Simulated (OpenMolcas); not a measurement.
Pd2+: effect of the active space

- Program: OpenMolcas
- Method: SS-CASPT2 or its RAS form, IPEA 0.25 Eh, imaginary shift 0.1 Eh
- Basis: ANO-RCC-VDZP
- Scalar Hamiltonian: DKH2, point nucleus
- Spin-orbit coupling: RASSI with atomic mean-field integrals over the reference wave functions, term energies averaged over their components

A. 8 electrons in 5 orbitals (4d); 2S+1 = 3 even, 10 roots; 2S+1 = 1 even, 15 roots; closed shells correlated: 4s 4p; CASPT2 step of the order of 1.6 core-seconds
B. 8 electrons in 6 orbitals (4d 5s); 2S+1 = 5 even, 10 roots; 2S+1 = 3 even, 55 roots; 2S+1 = 1 even, 43 roots; closed shells correlated: 4s 4p; CASPT2 step of the order of 21 core-seconds
C. 8 electrons in 9 orbitals (RAS2 4d 5s; RAS3 5p, at most 2 electrons); 2S+1 = 3 even, 60 roots; 2S+1 = 5 even, 10 roots kept (CI in the orbitals of an earlier block); 2S+1 = 1 even, 50 roots kept (CI in the orbitals of an earlier block); 2S+1 = 3 odd, 21 roots; 2S+1 = 5 odd, 22 roots kept (CI in the orbitals of an earlier block); 2S+1 = 1 odd, 9 roots kept (CI in the orbitals of an earlier block, 0 in the spin-orbit step); closed shells correlated: 4s 4p; CASPT2 step roughly 8 core-minutes

Energies in cm⁻¹ above 4d⁸ ³F₄, the measured ground level; measured values from Moore, Atomic Energy Levels, vol. III, NSRDS-NBS 35 (1971 reprint of NBS Circular 467, 1958).

```
         Level      A      B      C  Measured
       4d⁸ ³F₄    0.0    0.0    0.0       0.0
       4d⁸ ³F₃   3330   3550   3560      3230
       4d⁸ ³F₂   4810   4990   5010      4687
       4d⁸ ³P₁  15520  15490  15230     13470
4d⁸ ³P₂ [56 %]  15690  15700  15640     14634
       4d⁸ ³P₀  15740  15690  15420     13699
       4d⁸ ¹G₄  19510  19180  19380     17880
       4d⁸ ¹S₀  42780  42460  42340
```

Deviations, from unrounded energies. A percentage is the sum of absolute deviations over the sum of measured energies, with the sign that they share, or ± where signs differ.

```csv
Against measurement,Levels,A,B,C
mean absolute deviation (cm-1),6,1200,1200,1100
fine structure of the ground term (%),2,+2.8,+7.9,+8.1
other terms of the ground configuration (%),4,+11.4,+10.7,+10.0
```

C lies closest to measurement on these levels and B furthest from it. The largest miss of C in the table is 4d⁸ ³P₁, by +1800 cm-1. The ranking rests on the paired levels alone, and a cruder setting can come out closer through cancelling errors.

The two smallest mean deviations differ by little beside CASPT2's spread within terms, so their order carries little weight.

Among A to C the level of the table that moves most is 4d⁸ ¹S₀, by 440 cm-1 (lowest in C, highest in A). Moves below CASPT2's spread within the term are not significant.

CASPT2 breaks the degeneracy within a term, and the mean is taken; among the terms shown or strongly mixed into the levels shown the widest spread is 780 cm-1 (4d⁸ ¹G, C). Levels of configurations with an s electron are missing; early in the row they begin among the upper levels of the d shell and mix with terms of their name (holds for A). Some terms miss by over 15 % even with CASPT2, which points to a basis or an active space too small for the shells correlated (holds for A; B). Some high roots are left out of the spin-orbit mixing, which shifts the levels that they would mix with (holds for C). Terms from blocks run as CI alone lack orbitals of their own (holds for C). Measured partners are found by configuration, term and J. A level has none where our copy of the source lacks it or the pairing is in doubt (some pairs that miss far off the trend of their configuration count as doubtful), and it then counts in no deviation. Only configurations of the active space appear. The table leaves out levels that lie high or whose names do not pair safely across all columns.

A share in square brackets marks a mixed level and gives the weight of the term that names it, the lowest over the columns.
